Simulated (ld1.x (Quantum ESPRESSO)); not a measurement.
**platinum, ultrasoft: configuration errors across variants**

platinum (Pt), ultrasoft, made with ld1.x (Quantum ESPRESSO) 7.5 (PBE, fully relativistic). Core [Kr] 4d10, reference 4f14 5s2 5p6 5d10 6s0 6p0. Waves: 5s (bound): rcut 1.25, rcutus 1.45 bohr; 6s (bound, empty): rcut 1.25, rcutus 1.45 bohr; 5p (bound): rcut 1.45, rcutus 1.65 bohr; 6p (bound, empty): rcut 1.45, rcutus 1.65 bohr; 5d (bound): rcut 1.20, rcutus 1.55 bohr; 5d channel at 3.75 Ry: rcut 1.20, rcutus 1.55 bohr; 4f (bound): rcut 0.60, rcutus 0.75 bohr; 4f channel at -2.05 Ry: rcut 0.60, rcutus 0.75 bohr. Local part: all-electron potential smoothed inside 0.80 bohr (lloc = -1). Core correction: a·sin(br)/r model core inside 0.50 bohr. Augmentation charge: PSQ, inside the norm-conserving radii.

Open shells are filled in proportion to 2j + 1 (rel_dist='average').

All-electron excitation energies from the reference (eV): (1) 4f14 5s2 5p6 5d9 6s1 6p0 0.039; (2) 4f14 5s2 5p6 5d9 6s0 6p0 9.250; (3) 4f14 5s2 5p6 5d8 6s0 6p0 29.231; (4) 4f14 5s2 5p6 5d8 6s1 6p0 11.232.

The overlap operator is not positive definite (basis up to 400 Ry) in “base”, “all radii but the core radius scaled by about 1.09 (s 1.58, p 1.80, d 1.70, f 0.82 bohr, rcut 1.36/1.58/1.32/0.66); local potential all-electron potential smoothed inside 0.88 bohr (lloc = -1)”, “all radii but the core radius scaled by about 1.39 (s 2.02, p 2.30, d 2.16, f 1.04 bohr, rcut 1.74/2.02/1.68/0.84); local potential all-electron potential smoothed inside 1.12 bohr (lloc = -1)”. Such files are unfit for use, however small their errors in these radial tests.

Tests that are not counted but printed errors over 1 eV. “all radii but the core radius scaled by about 1.39 (s 2.02, p 2.30, d 2.16, f 1.04 bohr, rcut 1.74/2.02/1.68/0.84); local potential all-electron potential smoothed inside 1.12 bohr (lloc = -1)”: 4f14 5s2 5p6 5d9 6s1 6p0 (solver errors, printed error -13547 eV); 4f14 5s2 5p6 5d9 6s0 6p0 (pseudo-atom not self-consistent, printed error -98.3 eV).

3 further variants failed, have other tests or too few solved ones, and are left out.

A true bound ghost makes a file unfit for plane-wave use even where its test errors are small: the radial tests pick states by their node count and pass the ghost by.

Errors AE − PS in meV (a dash: test not solved or not reliable):

```csv
change,(1),(2),(3),(4),bound ghosts
base,-4.0,-0.4,-3.5,-9.4,not determined (overlap not positive)
"all radii but the core radius scaled by about 1.09 (s 1.58, p 1.80, d 1.70, f 0.82 bohr, rcut 1.36/1.58/1.32/0.66); local potential all-electron potential smoothed inside 0.88 bohr (lloc = -1)",–,–,–,–,"s (p1/2, p3/2 not tested, overlap not positive)"
"all radii but the core radius scaled by about 1.39 (s 2.02, p 2.30, d 2.16, f 1.04 bohr, rcut 1.74/2.02/1.68/0.84); local potential all-electron potential smoothed inside 1.12 bohr (lloc = -1)",–,–,–,–,not determined (overlap not positive)
```

(1) Give the same row for: all radii but the core radius scaled by about 1.26 (s 1.82, p 2.08, d 1.96, f 0.94 bohr, rcut 1.58/1.82/1.52/0.76); local potential all-electron potential smoothed inside 1.00 bohr (lloc = -1).

Results:

(1) –, –, –, –; bound ghosts: not determined (overlap not positive). Its overlap operator is not positive definite in a basis up to 400 Ry (lowest eigenvalue s -0.02, p3/2 -0.57, d3/2 -0.50, d5/2 -0.41), so the file is unfit for use: the generalised eigenproblem breaks down once the basis is large enough, and its test numbers describe a broken file.
